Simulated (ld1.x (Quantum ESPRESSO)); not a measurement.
## indium: one change to a TM semilocal potential, before and after

```json
{"Element": "indium", "Generator": "ld1.x (Quantum ESPRESSO) 7.5", "Type": "norm-conserving Troullier–Martins (semilocal form)", "Functional": "PBE", "Relativity": "scalar-relativistic", "Frozen core": "[Kr] 4d10", "Valence charge": "3", "Reference configuration": "5s1.5 5p1.5", "Partial waves": "5s (bound): rc 1.70 bohr; 5p (bound): rc 2.90 bohr", "Local potential": "the p channel", "Core correction": "Bessel-smoothed model core inside 0.90 bohr"}
```

All-electron outer shells of the reference configuration (PBE, scalar-relativistic, ld1.x):

```tsv
shell	level (eV)	outermost node (bohr)	outermost maximum (bohr)
4p	-78.99	0.42	0.82
4d	-19.45	0.40	0.94
5s	-8.73	1.02	2.13
5p	-2.88	1.14	2.81
```

Change: wave 5p (bound): rc 2.90 bohr becomes 5p (bound): rc 3.28 bohr.

Cutoffs: the cutoffs (Ry, on a coarse ladder) from which the occupation-weighted sum of valence levels, in a spherical-Bessel basis at the reference potential, stays within 10 and 1 mRy of its value at 400 Ry; they do not see the model core or the augmentation charge, which bear on the density cutoff. Errors are all-electron minus pseudo energies relative to the spin-unpolarised reference configuration.

Question: How do hardness, ghosts and transferability respond?

Answer: The potential gets neither clearly harder nor softer (25 Ry and 50 Ry → 25 Ry and 50 Ry); of the 7 tests that both files solve, the error grows in 0 and shrinks in 5 by more than 15 % and 0.3 meV (median size 6.0 → 5.0 meV); neither file shows a bound ghost. That the errors move this way runs against the usual rule that smaller radii transfer better. A semilocal file is local in each channel, so a ghost entry of none says nothing of the separable form that plane-wave codes build from it.

```csv
quantity,base,changed
"cutoff, loose",25 Ry,25 Ry
"cutoff, tight",50 Ry,50 Ry
bound ghosts,none,none
"error for 5s2 5p1, meV [ΔE -2.88 eV]",-4.8,-3.7
"error for 5s2 5p0, meV [ΔE 2.48 eV]",-7.6,-6.9
"error for 5s1 5p0, meV [ΔE 21.71 eV]",-152,-162
"error for 5s1 5p2, meV [ΔE 2.96 eV]",-5.6,-4.4
"error for 5s2 5p0.5, meV [ΔE -0.94 eV]",-3.1,-1.7
"error for 5s2 5p1.3, meV [ΔE -3.42 eV]",-6.0,-5.0
"error for 5s0 5p3, meV [ΔE 9.06 eV]",-49,-36
```
